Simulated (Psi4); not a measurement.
Conformational energy of SMILES C(OC)(OC)=O (C3H6O3). Scanned: dihedral C1–O2–C3–O4; all other coordinates were relaxed at GFN2-xTB. Points at φ and −φ are mirror images.

Geometry of the scan point at 90° (Å):
```
12

C     -2.3376    -0.0418    -0.0632
O     -1.0986    -0.6808     0.2212
C      0.0066     0.0256    -0.1219
O      0.5710     0.7949     0.5939
O      0.3947    -0.2974    -1.3543
C      1.5995     0.3033    -1.8123
H     -3.1058    -0.7107     0.3173
H     -2.4647     0.0958    -1.1408
H     -2.4015     0.9245     0.4452
H      2.4359     0.0021    -1.1795
H      1.5139     1.3914    -1.7893
H      1.7434    -0.0495    -2.8301
```

Level of theory: Psi4 1.11 with DF-MP2 (frozen core)/cc-pVTZ // GFN2-xTB.

Scanned values (°): -165, -150, -135, -120, -105, -90, -75, -60, -45, -30, -15, 0, 15, 30, 45, 60, 75, 90, 105, 120, 135, 150, 165, 180.

Question: Describe the profile: where are the wells and the tops?

Answer: Lower than their neighbours: 0° (0.0 mEh), 180° (5.0 mEh). Higher than their neighbours: -90° (16.5 mEh), 90° (16.5 mEh). The whole profile spans 16.5 mEh.
